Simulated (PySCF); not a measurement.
# NMR data sheet: triethylphosphine

```yaml
Formula: C6H15P
SMILES: CCP(CC)CC
Point_group_of_the_computed_structure: C3
Carbon_signals: 2
Proton_signals: 2
```

Atoms are numbered as in `[CH3:1][CH2:2][P:3]([CH2:4][CH3:5])[CH2:6][CH3:7]` (H(Xn): hydrogen on atom n).

All values are calculated (PySCF 2.14): PBE0/pcSseg-1 with gauge-including orbitals, GFN2-xTB geometry. Equivalent nuclei averaged, non-relativistic Hamiltonian, a single conformation, in vacuum.

δ = σ(ref) − σ, references computed at the same level: 1H (σ = 31.72 ppm), 13C (σ = 186.93 ppm) vs TMS; 31P (σ = 318.38 ppm) against H3PO4.

| carbon | δC, type | δH (multiplicity) | HMBC from (2–3 bonds) | span of the C tensor (ppm) |
| --- | --- | --- | --- | --- |
| C1/C5/C7 | 12.4, CH3 | 1.16 (m) | H(C2)/H(C4)/H(C6) | 26 |
| C2/C4/C6 | 27.8, CH2 | 1.31 (m) | H(C2)/H(C4)/H(C6), H(C1)/H(C5)/H(C7) | 33 |

Other nuclei:
```tsv
atoms	nucleus	environment	δ (ppm)	σ (ppm)
P3	31P	phosphorus bonded to 3 C	-38.0	356.4
```

- δC 27.8: sp3 CH2 bonded to P.
- δC 12.4: methyl carbon; a saturated carbon with 1 carbon neighbour and no heteroatom attached.
- δH 1.31: hydrogen on an sp3 CH2 bonded to P.
- δH 1.16: hydrogen on a methyl carbon.

Splittings by 31P in the carbon and heteronuclear signals aren't shown, as no couplings were computed. Shifts are as computed. Against solution values, carbons near 30 ppm lie about +3 ppm off and those near 130 ppm about +5 ppm. Of 1211 compounds with measured shifts, 218 miss one by over three times the rms of a fit or turn the order of signals round; such compounds aren't used in these exercises. Experimental scales use liquid or dissolved standards, which lie at an offset from isolated H3PO4. Multiplicities follow the n + 1 count of equivalent neighbours, as no J values were calculated; m marks all less simple cases, F and P coupling included.
